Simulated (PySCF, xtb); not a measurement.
CH₅AlFN, SMILES [CH3][Al]([NH2])[F].

xtb with GFN2-xTB at its own geometry gives an orbital gap of 4.36 eV and a dipole moment of 2.77 D.

The structure is a stationary point at B3LYP-D3(BJ)/def2-SVP. The values are those of a single conformer.

**Question.** What does PySCF with HF/def2-TZVP give? (Estimate from the structure and the level; the computed values follow.)

**Answer.** gap 13.49 eV (levels -11.01 and 2.48 eV), dipole 2.29 D.
